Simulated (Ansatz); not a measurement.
The inner images of a band of FH + H4Sn (7 atoms, charge 0, multiplicity 1) are given out of order.

Method: RKS PBE-D4/def2-TZVP in Ansatz 0.2.0.

Image 0:

```xyz
7
Properties=species:S:1:pos:R:3
Sn -0.721 -0.460 -0.395
H 0.988 -0.489 -0.092
H -1.067 -1.814 -1.386
H -1.529 -0.576 1.108
H -1.097 1.003 -1.198
H 1.621 0.775 0.737
F 1.805 1.561 1.226
```

Image 6:

```xyz
7
Properties=species:S:1:pos:R:3
Sn -0.969 0.194 -0.429
H 2.248 -1.041 1.128
H -0.346 -1.025 -1.461
H -1.424 -0.374 1.124
H -2.139 1.204 -1.172
H 2.083 -0.340 0.905
F 0.547 1.382 -0.095
```

Question: Put them in order from the first end to the last, with their energies above the first end.
A.
```xyz
7
Properties=species:S:1:pos:R:3
Sn -0.607 -0.337 -0.246
H 1.056 -0.743 0.254
H -0.736 -1.558 -1.433
H -1.479 -0.584 1.203
H -1.016 1.177 -0.944
H 1.455 0.543 0.563
F 1.326 1.501 0.604
```
B.
```xyz
7
Properties=species:S:1:pos:R:3
Sn -0.833 0.170 -0.319
H 1.854 -1.032 0.753
H -0.164 -1.100 -1.258
H -1.389 -0.366 1.212
H -1.916 1.167 -1.190
H 1.844 -0.278 0.718
F 0.604 1.439 0.084
```
C.
```xyz
7
Properties=species:S:1:pos:R:3
Sn -0.700 -0.475 -0.299
H 0.957 -0.649 0.199
H -0.953 -1.674 -1.494
H -1.669 -0.742 1.087
H -0.940 1.093 -0.935
H 1.575 0.769 0.617
F 1.731 1.678 0.825
```
D.
```xyz
7
Properties=species:S:1:pos:R:3
Sn -0.579 -0.124 -0.210
H 1.251 -0.764 0.380
H -0.518 -1.424 -1.341
H -1.359 -0.516 1.261
H -1.214 1.263 -0.993
H 1.396 0.211 0.488
F 1.024 1.353 0.415
```
E.
```xyz
7
Properties=species:S:1:pos:R:3
Sn -0.682 0.075 -0.240
H 1.525 -0.872 0.519
H -0.303 -1.284 -1.244
H -1.335 -0.473 1.249
H -1.527 1.260 -1.113
H 1.596 -0.108 0.577
F 0.726 1.403 0.252
```

Answer: C (+0.01 eV), A (+0.30 eV), D (+1.00 eV), E (+0.09 eV), B (-0.29 eV).

Run time: 2 min on 2 threads of Intel(R) Xeon(R) Platinum 8259CL CPU @ 2.50GHz (Skylake/Cascade Lake), on a shared host, peak memory 0.18 GiB.
